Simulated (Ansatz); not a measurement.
Frontier orbitals of `[OH][In]([OH])[F]`.

The species carries charge 0 and has multiplicity 1. Correlated methods include outer-core shells of In, which these sets cover unevenly. In takes the def2 core potential. The structure was optimised at the PBE0-D4/def2-TZVP level. It is one conformer, not always the lowest. Basis def2-TZVPP, Ansatz 0.2.0.

| functional | HOMO (eV) | LUMO (eV) | gap (eV) |
| --- | --- | --- | --- |
| LDA (SPW92) | -7.61 | -3.60 | 4.01 |
| PBE | -7.35 | -3.26 | 4.09 |
| BLYP | -7.28 | -3.27 | 4.01 |
| r2SCAN | -7.73 | -3.01 | 4.72 |
| PBE0 | -9.07 | -2.33 | 6.74 |
| r2SCAN0 | -9.35 | -2.19 | 7.16 |
| HSE06 (plane-wave form) | -8.65 | -2.71 | 5.94 |
| BHLYP | -10.75 | -1.53 | 9.22 |
| CAM-B3LYP | -10.61 | -1.43 | 9.18 |
| ωB97M-V | -11.55 | -0.40 | 11.15 |
| HF | -13.45 | 0.93 | 14.38 |

From PBE to PBE0 the HOMO moves by −1.72 eV and the LUMO by +0.92 eV, and with ωB97M-V by −4.20 and +2.86 eV, so the gap grows from 4.09 to 11.15 eV with exact exchange.
